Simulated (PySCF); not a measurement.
A run for PySCF: R-B3LYP/3-21G on H4N2Si (SMILES N[Si]N), a point of a torsion scan.

```python
from pyscf import gto, scf, dft, mp
from pyscf.data.elements import chemcore

mol = gto.M(
    atom='''
    N     1.20498047    0.21140530   -0.26513289
    Si    0.22983179   -0.20778949    1.14080871
    N    -1.27949658    0.31230761    0.52372727
    H     1.31493904   -0.49577544   -0.97844080
    H     2.12103114    0.58569646   -0.06189641
    H    -1.39771756    0.70325923   -0.40192969
    H    -2.15245860    0.19140952    1.00749049
    ''',
    basis='3-21g',
    charge=0, spin=0, verbose=3, max_memory=1800)
mf = dft.RKS(mol, xc='b3lyp')
mf.conv_tol = 1e-8
mf.max_cycle = 100
mf.kernel()
if not mf.converged:
    mf = mf.newton().run(mf.mo_coeff, mf.mo_occ)
```

Q: What total energy does the run end on?

A: -399.2869 hartree.
